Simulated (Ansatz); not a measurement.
Basis sets compared for CuF2. Total charge 0; doublet. Geometry PBE-D4/def2-TZVP. Ansatz on 4 threads of Arm Neoverse V1 on a shared host; times are rough, and most runs start from earlier orbitals.

```csv
atom,x (Å),y (Å),z (Å)
Cu1,0.000,0.000,0.000
F2,-0.001,0.379,1.696
F3,0.001,-0.379,-1.696
```

The 6-31G sets use Cartesian d functions. B3LYP takes the VWN-RPA correlation. At PBE-D4/def2-SVP, PBE-D4/def2-TZVP the gap within one spin of the charge 0 doublet nearly closes, so an electron or hole may be smeared out by delocalisation error. No other spin state of charge 0 was run.

Binding counts from free atoms (Cu doublet, F doublet) in the same basis, without a counterpoise term.

```csv
level,functions,energy (Eh),HOMO (eV),LUMO (eV),binding per atom (eV),wall time
HF/6-31G,47,-1837.5839,-14.91,0.20,2.68,0.3 s
PBE-D4/def2-SVP,59,-1839.3685,-7.12,-7.10,2.85,3.8 s
B3LYP-D4/6-31G,47,-1839.9405,-8.93,-5.55,3.08,4.9 s
PBE0-D4/def2-SVP,59,-1839.3644,-9.41,-5.87,2.51,2 s
```

(1) Estimate the rows for HF/def2-TZVP, PBE-D4/def2-TZVP, B3LYP-D4/def2-TZVP, PBE0-D4/def2-TZVP.

Results:

(1) 
| level | functions | energy (Eh) | HOMO (eV) | LUMO (eV) | binding per atom (eV) | wall time |
| --- | --- | --- | --- | --- | --- | --- |
| HF/def2-TZVP | 107 | -1837.9692 | -15.48 | -0.19 | 2.02 | 1.5 s |
| PBE-D4/def2-TZVP | 107 | -1839.8784 | -7.70 | -7.67 | 2.68 | 7 s |
| B3LYP-D4/def2-TZVP | 107 | -1840.3552 | -9.74 | -6.66 | 2.47 | 3.5 s |
| PBE0-D4/def2-TZVP | 107 | -1839.8696 | -10.04 | -6.02 | 2.48 | 7.5 s |
